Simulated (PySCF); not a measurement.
PySCF input (BP86/def2-TZVPD):

```python
from pyscf import gto, scf, dft

mol = gto.M(
    atom='''
    Sn   -0.02231820    0.02218151   -0.01021587
    H     0.26167273   -1.13672385   -1.25421430
    H    -0.60513251   -0.78890477    1.39467242
    H     1.45936983    0.81655287    0.37033548
    ''',
    basis='def2-tzvpd',
    ecp='def2-tzvp',
    charge=0,
    spin=1,
    verbose=4,
)

mf = dft.UKS(mol, xc='bp86').density_fit(auxbasis='def2-universal-jkfit')
mf.grids.level = 3
mf.conv_tol = 1e-9
mf.max_cycle = 100
mf.max_memory = 1500
mf.kernel()
if not mf.converged:
    mf = mf.newton()
    mf.kernel(mf.make_rdm1())
for _ in range(2):
    mo, _, stable, _ = mf.stability(return_status=True)
    if stable:
        break
    mf.kernel(mf.make_rdm1(mo, mf.mo_occ))
mf.analyze()
```

Output:

```
ECP def2-tzvp not found for  H
PySCF version 2.14.0

[INPUT] verbose = 4
[INPUT] num. atoms = 4
[INPUT] num. electrons = 25
[INPUT] charge = 0
[INPUT] spin (= nelec alpha-beta = 2S) = 1
[INPUT] symmetry False subgroup None
[INPUT] Mole.unit = angstrom
[INPUT] Symbol           X                Y                Z      unit          X                Y                Z       unit  Magmom
[INPUT]  1 Sn    -0.022318200000   0.022181510000  -0.010215870000 AA   -0.042175285593   0.041916978929  -0.019305196424 Bohr   0.0
[INPUT]  2 H      0.261672730000  -1.136723850000  -1.254214300000 AA    0.494489793967  -2.148096755761  -2.370121528513 Bohr   0.0
[INPUT]  3 H     -0.605132510000  -0.788904770000   1.394672420000 AA   -1.143534712971  -1.490813953663   2.635548907284 Bohr   0.0
[INPUT]  4 H      1.459369830000   0.816552870000   0.370335480000 AA    2.757809293153   1.543061290528   0.699832631409 Bohr   0.0

nuclear repulsion = 20.8269138870717
number of shells = 33
number of NR pGTOs = 130
number of NR cGTOs = 83
basis = def2-tzvpd
ecp = def2-tzvp

******** <class 'pyscf.df.df_jk.DFUKS'> ********
method = DFUKS
initial guess = minao
damping factor = 0
level_shift factor = 0
DIIS = <class 'pyscf.scf.diis.CDIIS'>
diis_start_cycle = 1
diis_space = 8
diis_damp = 0
SCF conv_tol = 1e-09
SCF conv_tol_grad = None
SCF max_cycles = 100
direct_scf = False
number electrons alpha = 13  beta = 12
XC library pyscf.dft.libxc version 7.1.2
    S. Lehtola, C. Steigemann, M. J. T. Oliveira, and M. A. L. Marques,  SoftwareX 7, 1–5 (2018)
XC functionals = bp86
    A. D. Becke,  Phys. Rev. A 38, 3098 (1988)
    J. P. Perdew,  Phys. Rev. B 33, 8822 (1986)
    J. P. Perdew,  Phys. Rev. B 34, 7406–7406 (1986)
radial grids:
    Treutler-Ahlrichs [JCP 102, 346 (1995); DOI:10.1063/1.469408] (M4) radial grids

becke partition: Becke, JCP 88, 2547 (1988); DOI:10.1063/1.454033
pruning grids: <function nwchem_prune>
grids dens level: 3
symmetrized grids: False
atomic radii adjust function: <function treutler_atomic_radii_adjust>
small_rho_cutoff = 0
Set gradient conv threshold to 3.16228e-05
tot grids = 51384
init E= -179.345578933915
  alpha nocc = 13  HOMO = -0.698728524745582  LUMO = -0.446843745538814
  beta  nocc = 12  HOMO = -0.790262943571446  LUMO = -0.698728524745583

WARN: HOMO -0.698728524745582 >= LUMO -0.698728524745583

[...]
  beta  nocc = 12  HOMO = -0.291458722333093  LUMO = -0.15244318600018
  HOMO = -0.194502634994  LUMO = -0.152443186  gap/eV = 1.14450
Extra cycle  E= -216.164021274235  delta_E= 3.13e-13  |g|= 1.06e-06  |ddm|= 5.61e-06
converged SCF energy = -216.164021274235  <S^2> = 0.75133615  2S+1 = 2.0013357
uhf_internal: lowest eigs of H = [0.2721359  0.27221368 0.31215988]
<class 'pyscf.df.df_jk.DFUKS'> wavefunction is stable in the internal stability analysis
**** SCF Summaries ****
Total Energy =                        -216.164021274235296
Nuclear Repulsion Energy =              20.826913887071694
One-electron Energy =                 -419.365646344107859
Two-electron Energy =                  182.374711182800866
Two-electron Coulomb Energy =          201.585030305447191
DFT Exchange-Correlation Energy =      -19.210319122646339
HOMO-LUMO gap [eV] =                     1.144495902355396
**** MO energy ****
                             alpha | beta                alpha | beta
MO #1   energy= -4.89952429525892  | -4.89825136562334  occ= 1 | 1
MO #2   energy= -3.281933040399    | -3.27893991516838  occ= 1 | 1
MO #3   energy= -3.27695181333013  | -3.27633741242191  occ= 1 | 1
MO #4   energy= -3.27695180730216  | -3.27633740669687  occ= 1 | 1
MO #5   energy= -0.943688606832405 | -0.940188592314523 occ= 1 | 1
MO #6   energy= -0.943688581621666 | -0.940188569929647 occ= 1 | 1
MO #7   energy= -0.943414561332147 | -0.938103505791403 occ= 1 | 1
MO #8   energy= -0.938738624214485 | -0.936267520383431 occ= 1 | 1
MO #9   energy= -0.938738619022859 | -0.936267510044117 occ= 1 | 1
MO #10  energy= -0.472242057062088 | -0.458346824450994 occ= 1 | 1
MO #11  energy= -0.299514826653707 | -0.291458785997091 occ= 1 | 1
MO #12  energy= -0.299514754919816 | -0.291458722333093 occ= 1 | 1
MO #13  energy= -0.194502634993856 | -0.15244318600018  occ= 1 | 0
MO #14  energy= -0.0306615875341869 | -0.0238723666800142 occ= 0 | 0
MO #15  energy= -0.0126584063310041 | -0.000550355674614017 occ= 0 | 0
MO #16  energy= -0.0126583106169774 | -0.000550239340775374 occ= 0 | 0
MO #17  energy= 0.0160808351784594 | 0.0294723570393947 occ= 0 | 0
MO #18  energy= 0.0453142547614192 | 0.0534658527365115 occ= 0 | 0
MO #19  energy= 0.0453143836828401 | 0.0534659845800814 occ= 0 | 0
MO #20  energy= 0.0624386146336854 | 0.0646739898786955 occ= 0 | 0
MO #21  energy= 0.0624387151673465 | 0.0646741214621095 occ= 0 | 0
MO #22  energy= 0.0736051656867609 | 0.0872668044663758 occ= 0 | 0
MO #23  energy= 0.0885691151646633 | 0.0965518970351349 occ= 0 | 0
MO #24  energy= 0.12270494209568   | 0.12782643381014   occ= 0 | 0
MO #25  energy= 0.122705517487846  | 0.127826791024387  occ= 0 | 0
MO #26  energy= 0.185791292033746  | 0.192678613093793  occ= 0 | 0
MO #27  energy= 0.185791568555271  | 0.192678908400429  occ= 0 | 0
MO #28  energy= 0.191952389217231  | 0.193989338782646  occ= 0 | 0
MO #29  energy= 0.199377526579765  | 0.215195963951027  occ= 0 | 0
MO #30  energy= 0.220618518566287  | 0.23355987435255   occ= 0 | 0
MO #31  energy= 0.220618625271705  | 0.233560074821629  occ= 0 | 0
MO #32  energy= 0.256741957078827  | 0.265460205196821  occ= 0 | 0
MO #33  energy= 0.256742208202916  | 0.265460343870159  occ= 0 | 0
MO #34  energy= 0.263574438785156  | 0.270537894618537  occ= 0 | 0
MO #35  energy= 0.295719252256119  | 0.306077814224302  occ= 0 | 0
MO #36  energy= 0.318496468691036  | 0.337398499208394  occ= 0 | 0
MO #37  energy= 0.343340712869843  | 0.354224801019739  occ= 0 | 0
MO #38  energy= 0.343340953864247  | 0.35422505692034   occ= 0 | 0
MO #39  energy= 0.377799852034926  | 0.385528556452483  occ= 0 | 0
MO #40  energy= 0.377800339807094  | 0.385528987935706  occ= 0 | 0
MO #41  energy= 0.465532076816279  | 0.479150519870157  occ= 0 | 0
MO #42  energy= 0.466127319635973  | 0.479150639045464  occ= 0 | 0
MO #43  energy= 0.466127485651331  | 0.480496653464064  occ= 0 | 0
MO #44  energy= 0.696047754488301  | 0.721549229630233  occ= 0 | 0
MO #45  energy= 0.713484708068705  | 0.725216981123167  occ= 0 | 0
MO #46  energy= 0.713484768944835  | 0.740534355004218  occ= 0 | 0
MO #47  energy= 0.716376797347561  | 0.740534432760792  occ= 0 | 0
MO #48  energy= 0.792667284394892  | 0.811841139499127  occ= 0 | 0
MO #49  energy= 0.799680897852524  | 0.815938136261185  occ= 0 | 0
MO #50  energy= 0.799680922679327  | 0.815938225125958  occ= 0 | 0
MO #51  energy= 0.933765795003341  | 0.94964215773415   occ= 0 | 0
MO #52  energy= 0.959471221958947  | 0.971829720997186  occ= 0 | 0
MO #53  energy= 0.959471351304985  | 0.971829764817698  occ= 0 | 0
MO #54  energy= 1.12665003668852   | 1.14013727452854   occ= 0 | 0
MO #55  energy= 1.12665010262519   | 1.14013731653979   occ= 0 | 0
MO #56  energy= 1.13142232096525   | 1.15643010852477   occ= 0 | 0
MO #57  energy= 1.15283551843583   | 1.16978485426012   occ= 0 | 0
MO #58  energy= 1.15283564023639   | 1.16978489628498   occ= 0 | 0
MO #59  energy= 1.59952808837505   | 1.61037089437836   occ= 0 | 0
MO #60  energy= 1.62534611269401   | 1.63281166259455   occ= 0 | 0
MO #61  energy= 1.62534679652582   | 1.6328123170052    occ= 0 | 0
MO #62  energy= 1.67495292950056   | 1.68589622322281   occ= 0 | 0
MO #63  energy= 1.67495353768862   | 1.68589699263605   occ= 0 | 0
MO #64  energy= 1.71057772060225   | 1.71881960130347   occ= 0 | 0
MO #65  energy= 2.06715916085408   | 2.07980742306694   occ= 0 | 0
MO #66  energy= 2.16829343502024   | 2.17639446263751   occ= 0 | 0
MO #67  energy= 2.16829420995859   | 2.17639522555328   occ= 0 | 0
MO #68  energy= 2.19305513094755   | 2.2047849994526    occ= 0 | 0
MO #69  energy= 2.22838784627376   | 2.2338178655726    occ= 0 | 0
MO #70  energy= 2.24739469621632   | 2.25988492947014   occ= 0 | 0
MO #71  energy= 2.24739494261201   | 2.25988513586171   occ= 0 | 0
MO #72  energy= 2.32586984245729   | 2.32997213395869   occ= 0 | 0
MO #73  energy= 2.33804482730434   | 2.35020717616476   occ= 0 | 0
MO #74  energy= 2.33804500344499   | 2.35020740708981   occ= 0 | 0
MO #75  energy= 2.67431541753357   | 2.68271003951089   occ= 0 | 0
MO #76  energy= 2.74387247898209   | 2.75338825692029   occ= 0 | 0
MO #77  energy= 2.74387580543338   | 2.75339137861453   occ= 0 | 0
MO #78  energy= 3.32077165416771   | 3.33104632513786   occ= 0 | 0
MO #79  energy= 36.0885455139534   | 36.0903312928411   occ= 0 | 0
MO #80  energy= 36.8303299044734   | 36.8359508716346   occ= 0 | 0
MO #81  energy= 36.9738679882073   | 36.9741949316753   occ= 0 | 0
MO #82  energy= 36.9738680670891   | 36.9741949875048   occ= 0 | 0
MO #83  energy= 114.006612475344   | 114.007289395287   occ= 0 | 0

To work with the spin densities directly, `use mulliken_meta_spin()` only printing them here.

WARN: Weak orthogonality for localized orbitals 4.668342124379282e-09

 ** Mulliken spin pop alpha/beta on meta-lowdin orthogonal AOs **
 ** Mulliken Spin Density (per AO)  **
spin_pop of  0 Sn 4s        0.00009
spin_pop of  0 Sn 5s        0.19708
spin_pop of  0 Sn 6s        0.01561
spin_pop of  0 Sn 7s        0.00022
spin_pop of  0 Sn 8s        0.00028
spin_pop of  0 Sn 9s        0.00021
spin_pop of  0 Sn 10s        0.00127
spin_pop of  0 Sn 4px       0.00003
spin_pop of  0 Sn 4py       0.00275
spin_pop of  0 Sn 4pz       0.00271
spin_pop of  0 Sn 5px       0.00322
spin_pop of  0 Sn 5py       0.00009
spin_pop of  0 Sn 5pz       0.00009
spin_pop of  0 Sn 6px       0.00127
[...]
```
